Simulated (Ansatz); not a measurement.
Ansatz (a first-principles code) input (HF/STO-3G):

Ansatz 0.2 input:
```yaml
crystal:
  periodic: [false, false, false]
  atoms:
    - {symbol: Ag, position_ang: [-0.00000000, -0.00000000, -0.66703697]}
    - {symbol: Cl, position_ang: [0.00000000, 0.00000000, 1.84416103]}
basis:
  gaussian:
    orbitals: STO-3G
hamiltonian:
  xc: {name: HF}
total_charge: -1
magnetization: {spin_polarized: true, initial_magnetization: 1}
relax: {f_tol: 0.003, max_steps: 120}
```

**Question.** Predict the final energy.

**Answer.** -5601.11815 Eh.
